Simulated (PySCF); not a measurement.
C₇H₁₀ (charge -1 and doublet state).
Numbering: `[CH3:1][CH-:2][CH:3][CH2:4][C:5]1=[CH:6][CH2:7]1` (hydrogens: H8, H9, H10 on C1; H11 on C2; H12 on C3; H13, H14 on C4; H15 on C6; H16, H17 on C7)

Structure used (GFN2-xTB), in Å, numbered top down from 1:
```
atom  x, y, z in Å
C1    -2.707    0.244    0.654
C2    -1.597   -0.200   -0.248
C3    -0.483   -0.860    0.174
C4     0.771   -0.998   -0.621
C5     1.735    0.044   -0.167
C6     1.794    1.391    0.149
C7     2.326    0.415    1.160
H8    -2.530   -0.106    1.670
H9    -2.796    1.338    0.686
H10   -3.681   -0.145    0.326
H11   -1.690    0.088   -1.289
H12   -0.398   -1.112    1.226
H13    0.556   -0.864   -1.690
H14    1.220   -1.997   -0.484
H15    2.287    2.228   -0.322
H16    3.403    0.230    1.309
H17    1.782    0.314    2.107
```

The hyperfine couplings belong to this conformer and change with its torsions.

The calculation used PySCF 2.14.0, UKS B3LYP, pcH-1 on C H, non-relativistic, mean-field spin-orbit, GIAO. Whether the extra electron is bound in the gas phase wasn't checked; a finite basis holds it in any case. Couplings are sensitive to structure, and on GFN2-xTB geometries they can be far from those on DFT ones, by a factor of two or more for some ions and for spin on atoms past the first row. Stability of the SCF solution: not tested.

Principal values of hyperfine tensors in MHz (contact and dipolar terms together), for some of the nuclei:

```tsv
atom	isotope	A1	A2	A3
C5	13C	60.00	63.17	158.80
C6	13C	55.89	57.71	161.32
C3	13C	33.69	37.38	65.21
C4	13C	34.73	35.89	40.19
H14	1H	25.63	28.71	36.38
H9	1H	17.56	18.17	21.15
C2	13C	3.99	4.80	35.63
H13	1H	6.56	8.77	15.16
```

Question: Give the isotropic coupling of each nucleus in MHz and in mT (g = 2.0026), and the anisotropic part.

Answer: a_iso = (A1 + A2 + A3)/3, Ti = Ai − a_iso; 1 mT corresponds to 28.028 MHz.

```tsv
atom	a_iso (MHz)	a_iso (mT)	T1	T2	T3
C5	93.99	3.353	-33.99	-30.82	64.80
C6	91.64	3.269	-35.75	-33.93	69.68
C3	45.43	1.621	-11.73	-8.05	19.78
C4	36.94	1.318	-2.21	-1.05	3.25
H14	30.24	1.079	-4.61	-1.53	6.14
H9	18.96	0.676	-1.39	-0.79	2.19
C2	14.81	0.528	-10.81	-10.00	20.82
H13	10.16	0.363	-3.60	-1.39	5.00
```

Question: What spin density at the nucleus of C3 lies behind its contact coupling (g_N = 1.40482)?

Answer: a_FC = (2μ0/3) gₑ μB g_N μN ρ(0)/(2S·h) = 800.24 MHz × g_N × ρ(0)/(2S), with ρ in bohr⁻³. With a_FC = 45.43 MHz and 2S = 1, ρ(0) = 0.04041 bohr⁻³.

Question: H15 (1H, g_N = 5.58569) isn't in the table. Its spin density at the nucleus is 0.01353 bohr⁻³. What is its contact coupling?

Answer: By the same relation, a_FC = 60.5 MHz. Its full tensor has the principal values 44.37, 59.80, 77.27 MHz.

Question: Which nucleus of the table has the largest anisotropic coupling, and what is its form?

Answer: C6: -35.7, -33.9, 69.7 MHz, nearly axial, close to the ratio −1:−1:+2, the form that spin in one p orbital centred on that nucleus gives.

Question: What first-order splitting does C5 cause when the field lies along A1, A2 or A3 of its tensor (g taken as isotropic, no quadrupole term)?

Answer: 2 lines (I = 1/2), spaced by |A_i|/(g × 13.996): 2.14, 2.25, 5.67 mT along the axes of A1, A2 and A3.

On an Intel Xeon at 2.50 GHz with one thread, no GPU, shared host, this took 2.5 min wall (grids of density and orbitals included) and 0.97 GiB of memory at its peak.

The SMILES draws the unpaired electron on C3; the largest computed Mulliken spin population is on C6 (0.44 against 0.09).
